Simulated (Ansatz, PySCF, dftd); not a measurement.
Species: CHNO, charge 0, singlet. CHNO (isocyanic acid, SMILES N=C=O).
B3LYP-D3(BJ)/def2-TZVP minimum from Ansatz (a quantum-chemistry and plane-wave program):
```
C
O 1 1.1640
N 1 1.2097 2 172.93
H 3 1.0049 1 125.93 2 -180.00
```
Charge 0, spin multiplicity 1.

Property: enthalpy of formation at 298 K (by atomisation, with ideal-gas terms from PySCF's Hessian at B3LYP-D3(BJ)/def2-TZVP and the atoms' measured values of the G2/97 table; no spin-orbit terms), in kcal/mol. Radicals and triplets start from unrestricted determinants; spin-orbit coupling is neglected. Correlated methods leave the cores frozen. Rows without X2C or -DK are non-relativistic. CBS(X,Y): correlation extrapolated as X^-3, Hartree-Fock from the larger set (Q,5: extrapolated as (X+1)exp(-9√X)). A bracket is a step between two methods taken in the basis named. The functionals are non-relativistic, so their misses hold any scalar relativity. Double hybrids freeze cores in their MP2 part. '+ core + X2C': CCSD(T) terms for core correlation (cc-pwCVTZ) and scalar relativity (cc-pVTZ-DK). Where a partner has so few electrons that a lower coupled-cluster level is exact, that level stands in.

```
level                                                                                                          program  enthalpy of formation at 298 K (kcal/mol)  difference against the last row
------------------------------------------------------------------------------------------------------  --------------  -----------------------------------------  -------------------------------
HF/cc-pVQZ                                                                                                      Ansatz                                      137.2                            165.6
PBE0/def2-TZVPD                                                                                                 Ansatz                                      -33.0                             -4.6
r2SCANh/def2-TZVPD                                                                                              Ansatz                                      -24.7                              3.7
CAM-B3LYP/def2-TZVPD                                                                                            Ansatz                                      -31.8                             -3.4
B2GP-PLYP-D3(BJ)/def2-TZVPD                                                                             Ansatz + dftd3                                      -25.4                              3.0
MP2/cc-pVQZ                                                                                                     Ansatz                                      -41.8                            -13.4
CCSD/cc-pV5Z                                                                                                    Ansatz                                       -9.1                             19.3
CCSDT(Q)/cc-pVTZ                                                                                                Ansatz                                      -10.8                             17.6
CCSDTQ/cc-pVDZ                                                                                                  Ansatz                                       16.7                             45.1
CCSD(T)/CBS(cc-pVQZ,cc-pV5Z) + [CCSDT(Q) - CCSD(T)]/cc-pVTZ + [CCSDTQ - CCSDT(Q)]/cc-pVDZ + core + X2C          Ansatz                                      -28.4                              0.0
```
